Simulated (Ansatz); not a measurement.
Cost and result for the atomization energy of `BC1=[CH][AlH][CH2]1` (11 atoms, 11 bonds).

Z-matrix (Å, degrees):
```
C
C 1 1.369
Al 1 2.271 2 57.2
B 1 1.535 2 119.3 3 -152.2
C 1 1.526 2 113.4 3 16.6
H 2 1.085 1 122.2 3 168.8
H 3 1.588 1 160.1 2 -90.5
H 4 1.197 1 120.6 2 -49.0
H 4 1.199 1 119.8 2 127.5
H 5 1.092 1 110.4 2 98.0
H 5 1.092 1 115.0 2 -139.1
```

The species carries charge 0 and has multiplicity 1. Geometry: relaxed with PBE0-D4/def2-TZVP. Program: Ansatz. All runs use 2 threads of an Arm Neoverse V2 on a shared host. Times are those of one run each, without the atoms' runs, and a repeat can differ threefold. Electronic energies, without spin–orbit coupling; frozen cores. CCSD(T)/CBS adds CCSD(T) − MP2 in def2-TZVPP to the MP2 limit, and its time is that of the two runs behind it. T1 = 0.013. B3LYP takes the VWN-RPA correlation (the form of Gaussian; ORCA's B3LYP/G).

CCSD(T)/CBS is a level of theory with its own doubt, some kJ/mol a heavy atom from the limit and from the frozen cores, so smaller differences don't rank the functionals.

| level | functions | wall time | atomization (kJ/mol) | difference from CCSD(T)/CBS | per bond |
| --- | --- | --- | --- | --- | --- |
| revPBE-D4/def2-TZVPP | 250 | 2.9 s | 4177.5 | 11.1 | 1.0 |
| BLYP-D4/def2-TZVPP | 250 | 3.2 s | 4165.8 | -0.6 | -0.1 |
| PBE-D4/def2-TZVPP (with forces) | 250 | 3.8 s | 4274.2 | 107.8 | 9.8 |
| CCSD(T)/def2-SVP | 104 | 4.8 s | 4000.8 | -165.6 | -15.1 |
| r2SCAN-D4/def2-TZVPP (with forces) | 250 | 7 s | 4215.8 | 49.4 | 4.5 |
| B3LYP-D4/def2-TZVPP (with forces) | 250 | 7 s | 4184.8 | 18.4 | 1.7 |
| r2SCANh-D4/def2-TZVPP | 250 | 7 s | 4194.4 | 28.0 | 2.5 |
| B2PLYP/def2-TZVPP | 250 | 8 s | 4145.3 | -21.1 | -1.9 |
| PBE-QIDH/def2-TZVPP | 250 | 8 s | 4189.1 | 22.7 | 2.1 |
| B97M-V/def2-TZVPP | 250 | 13 s | 4224.1 | 57.7 | 5.2 |
| MP2/def2-QZVPP | 478 | 33 s | 4208.2 | 41.8 | 3.8 |
| CCSD(T)/def2-TZVPP | 250 | 9.5 min | 4071.8 | -94.6 | -8.6 |
| CCSD(T)/CBS(def2) | – | 10 min | 4166.4 | 0.0 | 0.0 |

In def2-TZVPP, CCSD(T) changes the Hartree–Fock value by +917.6 kJ/mol (the triples alone add +64.5 kJ/mol) and MP2 by +998.1 kJ/mol; breaking electron pairs costs correlation energy, which Hartree–Fock lacks. From r2SCAN to r2SCAN0 (25 % exact exchange), in def2-TZVPP and without D4, the atomization energy moves by −52.4 kJ/mol: exact exchange takes away binding that semilocal exchange gives to molecules. Leaving LDA and LC-ωPBE aside and taking each functional with its dispersion term where it has one, the values, not all of them listed here, spread over 185.6 kJ/mol, from BHLYP-D4 to PBE-D4. LDA lies +499.5 kJ/mol from PBE without D4, its usual overbinding.
